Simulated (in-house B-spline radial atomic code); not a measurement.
Sn³⁺. Computed with a B-spline radial atomic code. Model: all-electron spherical atom, spin shells full or empty, radial basis limit, no spin-orbit coupling, Breit or QED, empty-state partial waves extrapolated as (l+1/2)^-4, RPA, G0W0 and static COHSEX of the highest shell as one setting changes (uncorrelated shells keep exact exchange).

In a row where one electron alone is correlated, RPA and GW hold only self-correlation.

Given: element Sn; charge 3; filled core Kr; hamiltonian one-electron scalar X2C; mean-field start r2SCAN; highest l of empty states 9; nuclear rms radius 4.6519 fm; highest mean-field shell 5s up.

Shell: 4d 5 5, 5s 1 0 (electrons up and down).

```tsv
lowest nl shells left uncorrelated	RPA correlation energy (hartree)	G0W0 level (eV)	G0W0 minus most complete (meV)	COHSEX level (eV)
0	-3.6772	-41.492	0	-43.137
1	?	?	?	?
2	-3.31	-41.495	-2.4	-43.143
3	-2.7585	-41.492	0.6	-43.135
4	-2.5791	-41.506	-13.7	-43.165
5	-2.0508	-41.497	-4.3	-43.154
6	-1.2219	-41.435	57.6	-43.06
7	?	?	?	?
8	-0.62314	-41.423	69.4	-43.065
9	-0.019181	-40.263	1229.7	-41.296
```

Q: What follows for lowest nl shells left uncorrelated = 7?

A: RPA correlation energy -1.0644 hartree; G0W0 level -41.503 eV; G0W0 minus most complete -10.3 meV; COHSEX level -43.187 eV.

Q: What follows for lowest nl shells left uncorrelated = 1?

A: RPA correlation energy -3.503 hartree; G0W0 level -41.492 eV; G0W0 minus most complete 0.2 meV; COHSEX level -43.137 eV.
